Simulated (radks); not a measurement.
Spherical quantum dot in the effective-mass picture: electrons in a well V = -V0 / (1 + exp((r - R)/a)) with V0 = 10.5, R = 3.52, a = 0.17, all in effective atomic units (hartree* = m*/eps^2 hartree, bohr* = eps/m* bohr), one dielectric constant everywhere. Calculated with a radial shooting solver with Libxc functionals: non-relativistic Kohn-Sham, LDA (Slater exchange, Perdew-Wang correlation), spin-polarised, spherical densities. Levels are named by radial order and angular momentum (1s, 1p, 1d, 2s, ...), and open shells are averaged over m.

N = 3, configuration 1s2 1p(up 1, down 0). This is the lowest configuration that the search found. Occupied and some empty levels:

level    occupation  eigenvalue (hartree*)  <r> (bohr*)
1s up             1                -9.0771        1.910
1s down           1                -9.0329        1.904
1p up             1                -8.7253        2.170
1p down           0                -8.6785        2.171
1d up             0                -8.2418        2.345
1d down           0                -8.1952        2.348
2s up             0                -7.8662        1.758
2s down           0                -7.8356        1.760
1f up             0                -7.6463        2.477
1f down           0                -7.6012        2.481

Energy (hartree*): total -28.6028, kinetic 1.4148, external -31.213, Hartree 2.0189, exchange-correlation -0.82374.
